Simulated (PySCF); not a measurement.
Compound: C3H10BN.
Numbering: `[BH2:1][NH:2][CH2:3][CH2:4][CH3:5]` (hydrogens: H6, H7 on B1; H8 on N2; H9, H10 on C3; H11, H12 on C4; H13, H14, H15 on C5)

Theory: PySCF 2.14.0, PBE0-D3(BJ)/def2-SVP geometry optimisation, gas phase.

Some entries are withheld. Bonds in one row agree within 0.01 Å.

```tsv
coordinate	value
B1–N2	1.388 Å
N2–C3	?
C3–C4	?
C4–C5	?
B1–H6, B1–H7	1.210 Å
N2–H8	1.015 Å
C3–H9, C3–H10	1.104 Å
C4–H11, C4–H12	1.104 Å
C5–H13, C5–H14, C5–H15	1.101 Å
N2–B1–H6	119.0°
H6–B1–H7	122.0°
B1–N2–C3	?
B1–N2–H8	118.9°
C3–N2–H8	113.6°
N2–C3–C4	113.3°
N2–C3–H9	110.1°
N2–C3–H10	107.7°
C4–C3–H9	109.2°
H9–C3–H10	106.5°
C3–C4–C5	112.8°
C3–C4–H11	109.1°
C3–C4–H12	108.5°
C5–C4–H11	?
H11–C4–H12	?
C4–C5–H13	111.4°
```

Problem. Fill in the missing values.

Solution. 
- N2–C3 = 1.445 Å, drawn single (boron-bound nitrogen to sp3 carbon bound to nitrogen); 0.02 Å below the sum of covalent radii, 1.47 Å.
- C3–C4 = 1.524 Å, drawn single (sp3 carbon bound to nitrogen to chain CH2 carbon); equal to the sum of covalent radii, 1.52 Å.
- C4–C5 = 1.520 Å, drawn single (chain CH2 carbon to methyl carbon); equal to the sum of covalent radii, 1.52 Å.
- B1–N2–C3 = 127.4°, at the boron-bound nitrogen; the outer atoms are 2.540 Å apart.
- C5–C4–H11 = 109.8°, at the chain CH2 carbon; the outer atoms are 2.160 Å apart.
- H11–C4–H12 = 106.0°, at the chain CH2 carbon; the outer atoms are 1.763 Å apart.

Radii are Cordero's, carbon taken as 0.76, 0.73 or 0.69 Å for four, three, and two or fewer neighbours.

No frequency check. The numbers are those of one conformer (B1–N2–C3–C4 -115°, N2–C3–C4–C5 180°).

On Arm Neoverse V2, one thread, on a shared host, this took 18 s wall. This is the geometry optimisation.
